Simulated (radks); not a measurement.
The numbers below are computed, except where a source is named.
Task: Valence configurations of Ce IV (all share [Xe]). Level of theory: scalar-relativistic Kohn-Sham, r2SCAN, spin-polarised, spherical densities, finite nucleus; open shells are filled with parallel spins first (spin-orbit coupling, left out, can overturn this in heavy ions); meta-GGA in the generalised Kohn-Sham scheme; Fermi nuclear charge, rms radius 4.8771 fm (a radial shooting solver on a logarithmic mesh with Libxc functionals). Order these by energy: 6p1; 5d1; 4f1; 4f0.5 6s0.5; 4f0.5 6p0.5; 6s1.

Result: From the lowest, in eV above it: 4f1 0.000; 4f0.5 6s0.5 5.051; 5d1 7.205; 4f0.5 6p0.5 7.317; 6s1 11.482; 6p1 16.337. NIST lists [Xe] 4f1 as the ground configuration; this level of theory agrees among the configurations tried. The energies are those of spherical high-spin densities, not of single terms.
